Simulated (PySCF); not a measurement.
B(Cl)(OMe)(SH) (CH4BClOS), SMILES COB(S)Cl.

Geometry optimised at r2SCAN-D4/def2-SVP. The values are those of a single conformer.

Calculation: CAM-B3LYP/def2-TZVP run with PySCF.

Symmetry labels are those of the subgroup Cs that the program uses (full group Cs).

Task: List the valence orbital energies around the gap with their symmetry. (The exact figures need the calculation; the answer reports its results.)

Result: 
```tsv
orbital	symmetry	energy (eV)
HOMO−7	A'	-14.12
HOMO−6	A'	-13.14
HOMO−5	A'	-12.06
HOMO−4	A"	-11.88
HOMO−3	A'	-10.95
HOMO−2	A"	-10.41
HOMO−1	A'	-10.12
HOMO	A"	-9.29
LUMO	A"	1.10
LUMO+1	A'	1.25
LUMO+2	A'	1.91
LUMO+3	A'	2.64
```
